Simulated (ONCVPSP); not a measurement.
## Varying the ONCV potential for In (Z = 49)

Base potential:

```
Element                 : indium
Generator               : ONCVPSP 4.0.1
Type                    : optimised norm-conserving Vanderbilt (ONCV)
Functional              : LDA (Perdew-Wang 92)
Relativity              : scalar-relativistic
Frozen core             : [Kr] 4d10
Valence charge          : 3
Reference configuration : 5s1.75 5p1.25
Partial waves           : 5s: rc 2.25 bohr, ncon 3, nbas 6, qcut 3.2 1/bohr, 2 projectors, debl 0.3 Ha; 5p: rc 2.75 bohr, ncon 4, nbas 9, qcut 2.6 1/bohr, 2 projectors, debl 1.5 Ha; d scattering state at 0.44 Ha: rc 2.45 bohr, ncon 4, nbas 7, qcut 4.4 1/bohr, 3 projectors, debl 2 Ha
Local potential         : polynomial inside 2.15 bohr (lpopt 5, dvloc0 -1 Ha)
Core correction         : Teter function, fcfact 4.5, rcfact 1.7
```

In the s channel the program set the typed energies aside and used -0.321, 0.250 Ha.

Cutoffs, loose and tight: the cutoffs (Ha) at which the residual kinetic energy of the hardest occupied pseudo-wave falls to 1 and 0.1 mHa per electron. They do not see the model core or the augmentation charge, which bear on the density cutoff. Test errors are all-electron minus pseudo excitation energies from the reference, over the configurations 5s2 5p1; 5s2 5p0; 5s1 5p0; 5s1 5p2. A dash means not determined; rows that change the core or the reference have their own tests.

For the base: The cutoffs count occupied waves only; projector 3 of the d channel, the hardest unoccupied one, needs 41 Ha at the loose tolerance.

A true bound ghost makes a file unfit for plane-wave use even where its test errors are small: the radial tests pick states by their node count and pass the ghost by.

```csv
change,outcome,"cutoff, loose","cutoff, tight",bound ghosts,GHOST(+) flags above zero,largest test error (meV)
base,"generated, projector energies reset by the program",5.0 Ha,18 Ha,d,s,-501
"p: ncon 3, nbas 8","generated, projector energies reset by the program",5.0 Ha,16 Ha,d,s,-503
d: qcut 5.2,"generated, projector energies reset by the program",5.0 Ha,18 Ha,d,s,-501
"s: rc 2.08; local potential polynomial inside 2.08 bohr (lpopt 5, dvloc0 -1 Ha)","generated, projector energies reset by the program",5.5 Ha,18 Ha,d,s,-498
p: qcut 4,"generated, projector energies reset by the program",5.0 Ha,16 Ha,d,"s, p",-490
```

Q: What comes out with this change to the base: core correction Teter function, fcfact 4.5, rcfact 1.6?

A: outcome: generated, projector energies reset by the program; cutoff, loose: 5.0 Ha; cutoff, tight: 18 Ha; bound ghosts: d; GHOST(+) flags above zero: s; largest test error (meV): -403.

Q: What comes out with this change to the base: core [Ar] 3d10, valence charge 21; reference 4s2 4p6 4d10 5s1.5 5p1.5; waves now 4s+5s: rc 1.30 bohr, ncon 3, nbas 7, qcut 10.8 1/bohr, 2 projectors; 4p+5p: rc 1.75 bohr, ncon 3, nbas 7, qcut 6.4 1/bohr, 2 projectors; 4d: rc 1.65 bohr, ncon 4, nbas 7, qcut 8.8 1/bohr, 2 projectors, debl 2.9 Ha; f scattering state at 0.14 Ha: rc 1.35 bohr, ncon 4, nbas 8, qcut 7.3 1/bohr, 1 projector; local potential polynomial inside 1.05 bohr (lpopt 3, dvloc0 1 Ha)?

A: outcome: generated; cutoff, loose: 40 Ha; cutoff, tight: 46 Ha; bound ghosts: none; GHOST(+) flags above zero: none; largest test error (meV): +6.7.

Q: What comes out with this change to the base: p: rc 2.58?

A: outcome: generated, projector energies reset by the program; cutoff, loose: 5.0 Ha; cutoff, tight: 24 Ha; bound ghosts: d; GHOST(+) flags above zero: s, p; largest test error (meV): -495.
